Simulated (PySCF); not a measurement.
# Rotational lines of ZnS

Lines J+1 ← J of the vibrational ground state, computed from RHF-CCSD(T) constants of ZnS, ¹Σ⁺ (singlet), closed shell (PySCF, spin-free X2C with a Gaussian nucleus, basis sets Zn x2c-SVPall, S x2c-SVPall; masses 63.9291 and 31.9721 u), in MHz:

```csv
J,ν (MHz)
2,33026.5
3,44035.0
4,55043.0
5,66050.7
6,77057.8
```

Q: Find B0 and the effective bond length r0; with αe = 0.00112 cm⁻¹, find Re.

A: ν = 2B0(J+1) − 4D(J+1)³ gives B0 = 0.18361 cm⁻¹. With the reduced mass μred = 21.313 u, r0 = √(16.8576/(μred·B0)) (u, cm⁻¹, Å) = 2.0755 Å. Be = B0 + αe/2 = 0.18417 cm⁻¹ gives Re = 2.072 Å.

Correlated steps freeze 10 core orbitals. Correlated levels converge slowly with the basis: in double zeta they bind strong bonds too weakly, by up to about 1 eV, and carry superposition errors of some tenths. Where the molecule has an RHF reference, its open-shell atoms are computed with UHF. The CCSD T1 diagnostic is raised, a sign that a single reference may not be enough here.
